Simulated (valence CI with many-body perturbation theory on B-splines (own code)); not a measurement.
Forbidden lines of Hg³⁸⁺

Method: valence CI with perturbative core correlation (CI+MBPT): six valence electrons over a frozen Dirac-Fock core [Kr], radial functions for each j: 7 s, 7 p, 8 d, 6 f, 4 g, 1 h, with the one-electron correlation potential Σ1 (screened to all orders), the two-electron term Σ2, the three-electron term Σ3, Breit, model QED; selected single and double excitations, second order for the rest, scaled by the run's own slope (own B-spline code, finite nucleus).

No measured spectrum was set against this ion. As an estimate, large intervals hold to a few tenths of a per cent, small ones and those within an open d or f shell to about a per cent. Core correlation moves these levels by up to 10000 cm⁻¹, and in measured spectra 5 to 20 % of such shifts remained as error; rates that hang on mixing are uncertain with them. Among the levels kept, up to 720 cm⁻¹ of a level comes from second order outside the variational space, and about a tenth of that is noise between levels of different J, which matters for small intervals. Only levels of the ground parity were solved; by the run's estimate the other parity begins above the list, which can be wrong where configurations are misplaced.

Lines 51 to 100 of 112 in falling wavelength, among levels below 924500 cm⁻¹, chosen from the decays that carry over 1 % of a level's rate. Wavelengths and rates use the calculated energies. Electric multipoles are in the length gauge with retardation, E1 and E2 with the static RPA response of the core. M1 uses the relativistic operator with retardation. S is in atomic units (e²a₀⁴ for E2 and M2, e²a₀⁶ for E3), for M1 in squared Bohr magnetons. Weak lines are less certain than strong ones. Lines between different terms over intervals too small for the method are left out, as are lines whose strength nearly cancels. The highest levels of a list are the least certain.

Levels are named by their leading jj configuration (3d3/2^4 stands for four electrons in 3d with j = 3/2), which in mixed levels can hold well under half, so a name can repeat and another be missing. Letters in brackets count levels of one name in rising energy.

```
λ vac (Å)                      Upper                      Lower  Type   A (s⁻¹)  S (a.u.)
    455.6  (4d3/2^2 4d5/2^4) J=2 [c]  (4d3/2^3 4d5/2^3) J=2 [b]    M1  1.03e+05  1.80e+00
    451.9        (4d3/2 4d5/2^5) J=4  (4d3/2^2 4d5/2^4) J=3 [b]    M1  7.37e+04  2.27e+00
    450.2  (4d3/2^2 4d5/2^4) J=2 [c]  (4d3/2^3 4d5/2^3) J=1 [b]    M1  4.99e+04  8.45e-01
    448.2      (4d3/2^3 4d5/2^3) J=5      (4d3/2^4 4d5/2^2) J=4    M1  3.68e+04  1.35e+00
    447.7        (4d3/2 4d5/2^5) J=1  (4d3/2^2 4d5/2^4) J=0 [a]    M1  1.36e+05  1.36e+00
    446.0  (4d3/2^2 4d5/2^4) J=4 [b]  (4d3/2^3 4d5/2^3) J=3 [b]    M1  2.86e+04  8.46e-01
    445.4  (4d3/2^3 4d5/2^3) J=3 [b]      (4d3/2^4 4d5/2^2) J=2    M1  1.59e+04  3.65e-01
    444.7      (4d3/2^2 4d5/2^4) J=6      (4d3/2^3 4d5/2^3) J=6    M1  7.94e+04  3.37e+00
    443.4      (4d3/2^3 4d5/2^3) J=6      (4d3/2^4 4d5/2^2) J=4    E2  6.74e+00  1.34e-03
    442.5  (4d3/2^2 4d5/2^4) J=2 [b]  (4d3/2^3 4d5/2^3) J=3 [b]    M1  5.00e+04  8.03e-01
    441.4  (4d3/2^2 4d5/2^4) J=4 [a]  (4d3/2^3 4d5/2^3) J=4 [a]    M1  2.62e+05  7.52e+00
    441.0        (4d3/2 4d5/2^5) J=3  (4d3/2^2 4d5/2^4) J=4 [b]    M1  5.01e+04  1.12e+00
    440.1  (4d3/2^2 4d5/2^4) J=4 [c]  (4d3/2^3 4d5/2^3) J=3 [c]    M1  7.96e+04  2.26e+00
    439.9      (4d3/2^2 4d5/2^4) J=6      (4d3/2^3 4d5/2^3) J=5    M1  3.44e+04  1.41e+00
    432.1        (4d3/2 4d5/2^5) J=2      (4d3/2^2 4d5/2^4) J=1    M1  1.25e+05  1.86e+00
    431.8  (4d3/2^2 4d5/2^4) J=2 [b]  (4d3/2^3 4d5/2^3) J=2 [a]    M1  9.02e+04  1.35e+00
    428.3  (4d3/2^2 4d5/2^4) J=4 [c]  (4d3/2^3 4d5/2^3) J=4 [b]    M1  5.94e+04  1.56e+00
    428.2  (4d3/2^2 4d5/2^4) J=4 [a]  (4d3/2^3 4d5/2^3) J=3 [a]    M1  3.62e+03  9.48e-02
    427.0        (4d3/2 4d5/2^5) J=1  (4d3/2^2 4d5/2^4) J=2 [a]    M1  5.50e+05  4.77e+00
    425.2  (4d3/2^2 4d5/2^4) J=3 [a]  (4d3/2^3 4d5/2^3) J=4 [a]    M1  1.08e+05  2.14e+00
    415.7        (4d3/2 4d5/2^5) J=4      (4d3/2^2 4d5/2^4) J=5    M1  1.49e+05  3.57e+00
    413.5      (4d3/2^2 4d5/2^4) J=5  (4d3/2^3 4d5/2^3) J=4 [a]    M1  1.00e+04  2.89e-01
    412.9  (4d3/2^2 4d5/2^4) J=3 [a]  (4d3/2^3 4d5/2^3) J=3 [a]    M1  1.28e+05  2.35e+00
    409.1        (4d3/2 4d5/2^5) J=3  (4d3/2^2 4d5/2^4) J=3 [b]    M1  5.04e+04  8.94e-01
    404.6        (4d3/2 4d5/2^5) J=4  (4d3/2^2 4d5/2^4) J=3 [a]    M1  5.03e+03  1.11e-01
    401.4  (4d3/2^3 4d5/2^3) J=3 [b]      (4d3/2^4 4d5/2^2) J=4    M1  6.15e+04  1.03e+00
    399.7  (4d3/2^2 4d5/2^4) J=4 [b]      (4d3/2^3 4d5/2^3) J=5    M1  1.12e+05  2.39e+00
    396.1      (4d3/2^3 4d5/2^3) J=0      (4d3/2^4 4d5/2^2) J=2    E2  6.96e+02  6.07e-03
    390.9        (4d3/2 4d5/2^5) J=4  (4d3/2^2 4d5/2^4) J=4 [a]    M1  2.51e+05  5.01e+00
    387.3              (4d5/2^6) J=0        (4d3/2 4d5/2^5) J=1    M1  9.00e+05  1.94e+00
    387.2      (4d3/2^2 4d5/2^4) J=1  (4d3/2^3 4d5/2^3) J=1 [a]    M1  9.63e+04  6.22e-01
    383.0  (4d3/2^2 4d5/2^4) J=3 [b]  (4d3/2^3 4d5/2^3) J=4 [a]    M1  2.15e+04  3.13e-01
    379.2        (4d3/2 4d5/2^5) J=2  (4d3/2^2 4d5/2^4) J=3 [a]    M1  1.70e+05  1.72e+00
    377.6  (4d3/2^2 4d5/2^4) J=2 [c]  (4d3/2^3 4d5/2^3) J=3 [b]    M1  1.23e+04  1.23e-01
    374.1  (4d3/2^3 4d5/2^3) J=1 [b]      (4d3/2^4 4d5/2^2) J=2    M1  8.85e+03  5.16e-02
    370.5  (4d3/2^3 4d5/2^3) J=2 [b]      (4d3/2^4 4d5/2^2) J=2    M1  1.90e+04  1.80e-01
    369.9        (4d3/2 4d5/2^5) J=3  (4d3/2^2 4d5/2^4) J=3 [a]    M1  1.62e+05  2.13e+00
    369.8  (4d3/2^2 4d5/2^4) J=2 [c]  (4d3/2^3 4d5/2^3) J=2 [a]    M1  1.36e+04  1.28e-01
    368.5  (4d3/2^2 4d5/2^4) J=2 [b]  (4d3/2^3 4d5/2^3) J=1 [a]    M1  2.30e+03  2.14e-02
    361.1  (4d3/2^3 4d5/2^3) J=3 [c]      (4d3/2^4 4d5/2^2) J=2    M1  2.67e+04  3.26e-01
    358.4        (4d3/2 4d5/2^5) J=3  (4d3/2^2 4d5/2^4) J=4 [a]    M1  3.52e+04  4.21e-01
    357.6  (4d3/2^2 4d5/2^4) J=4 [c]  (4d3/2^3 4d5/2^3) J=3 [b]    M1  2.21e+03  3.37e-02
    351.7  (4d3/2^2 4d5/2^4) J=2 [d]  (4d3/2^3 4d5/2^3) J=3 [c]    M1  4.77e+04  3.85e-01
    349.9  (4d3/2^2 4d5/2^4) J=4 [b]  (4d3/2^3 4d5/2^3) J=3 [a]    M1  1.34e+04  1.91e-01
    347.7  (4d3/2^2 4d5/2^4) J=2 [b]  (4d3/2^3 4d5/2^3) J=3 [a]    M1  3.18e+04  2.48e-01
    343.2  (4d3/2^2 4d5/2^4) J=2 [d]  (4d3/2^3 4d5/2^3) J=2 [b]    M1  8.99e+03  6.74e-02
    340.1  (4d3/2^2 4d5/2^4) J=2 [d]  (4d3/2^3 4d5/2^3) J=1 [b]    M1  5.50e+04  4.01e-01
    339.6  (4d3/2^3 4d5/2^3) J=2 [b]      (4d3/2^4 4d5/2^2) J=4    E2  2.83e+02  5.71e-03
    338.7  (4d3/2^3 4d5/2^3) J=4 [b]      (4d3/2^4 4d5/2^2) J=4    M1  3.38e+03  4.38e-02
    338.7  (4d3/2^3 4d5/2^3) J=4 [b]      (4d3/2^4 4d5/2^2) J=4    E2  1.63e+02  5.85e-03
```
